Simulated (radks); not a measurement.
Question: Spherical quantum dot in the effective-mass picture: electrons in a hard-walled sphere of radius 11.8, with a point charge +1 (a donor) at the centre, all in effective atomic units (hartree* = m*/eps^2 hartree, bohr* = eps/m* bohr), one dielectric constant everywhere. Method: non-relativistic Kohn-Sham, LDA (Slater exchange, Perdew-Wang correlation), spin-polarised, spherical densities; computed with a radial shooting solver with Libxc functionals. Levels are named by radial order and angular momentum (1s, 1p, 1d, 2s, ...), and open shells are averaged over m. Results are scaled to m* = 0.486 and eps = 9.8, for which hartree* = 137.7 meV and bohr* = 1.067 nm. At N = 27 the configuration is 1s2 1p6 1d10 2s(up 1, down 0) 1f(up 7, down 1). Does electron 28 go into 1g down or 1f down or 1g up?

Answer: Into 1f down. The total energies of the other choices lie higher by 4.22 meV (1g up), 6.45 meV (1g down).
